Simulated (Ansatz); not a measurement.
Basis-set extrapolation for C4H6BNO2 (`OB(O)c1ccc[nH]1`) (PBE0-D4/def2-TZVP geometry, frozen core, Ansatz). Multiplicity 1, RHF reference.

|  | def2-TZVPP | def2-QZVPP |
| --- | --- | --- |
| HF | -384.102261 | -384.119567 |
| MP2 correlation | -1.408648 | -1.508771 |
| CCSD(T) correlation | -1.492282 | not run |

Energies in hartree. Use E(X) = E(∞) + A·exp(−7.88·√X) for Hartree–Fock and E(X) = E(∞) + B·X^(−2.97) for correlation, with X = 3 and 4, and add CCSD(T) minus MP2 of the smaller set to the MP2 limit.

Question: What is the CCSD(T) energy at the basis-set limit?

Answer: HF limit: -384.119567 + (-0.017306) × 0.13774 = -384.12195. MP2 limit: -1.508771 + (-0.100123) × 0.74074 = -1.58294. Higher-order term: -1.492282 − (-1.408648) = -0.08363. Total: -385.78852 hartree, 5.28 eV below CCSD(T)/def2-TZVPP.
